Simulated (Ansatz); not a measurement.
One change: `C[Se]CF` becomes `CSCF`.

Ansatz, PBE0-D4/def2-TZVP geometries, multiplicity 1. Each molecule was computed in one conformer, which needn't be the lowest.

Scalar relativity is left out up to krypton. Spin–orbit coupling is left out; it splits and shifts lone-pair levels of the heavy atoms by tenths of an eV.

```tsv
property	`C[Se]CF`
HOMO–LUMO gap (B3LYP/def2-TZVPP) / eV	6.30
HOMO–LUMO gap (PBE0/def2-TZVPP) / eV	6.81
zero-point energy (PBE0-D4/def2-TZVP) / kJ/mol	177.7
size of the dipole moment (PBE/def2-TZVPP) / D	1.55
ideal-gas entropy at 298 K and 1 bar (rigid rotor, harmonic PBE0-D4/def2-TZVP) / J/(mol·K)	326
HOMO energy (PBE/def2-TZVPP) / eV	-5.41
```

Problem. What does the change do to each property? (Estimate.)

Solution. The calculation gave: 
| property | `CSCF` | shift |
| --- | --- | --- |
| HOMO–LUMO gap (B3LYP/def2-TZVPP) / eV | 7.20 | 0.90 |
| HOMO–LUMO gap (PBE0/def2-TZVPP) / eV | 7.72 | 0.91 |
| zero-point energy (PBE0-D4/def2-TZVP) / kJ/mol | 181.1 | 3.4 |
| size of the dipole moment (PBE/def2-TZVPP) / D | 1.64 | 0.09 |
| ideal-gas entropy at 298 K and 1 bar (rigid rotor, harmonic PBE0-D4/def2-TZVP) / J/(mol·K) | 309 | -17 |
| HOMO energy (PBE/def2-TZVPP) / eV | -5.69 | -0.28 |

With PBE0 the HOMO falls by 0.36 eV and the LUMO rises by 0.56 eV, so the gap widens by about 0.92 eV. PBE moves the HOMO by -0.28 eV and ωB97M-V by -0.38 eV. Dipoles are sizes alone; their direction can turn.

Positive LUMOs are unbound, so they and the gaps depend on the basis.

B3LYP here is the variant with VWN-RPA as its local correlation; programs differ in this.
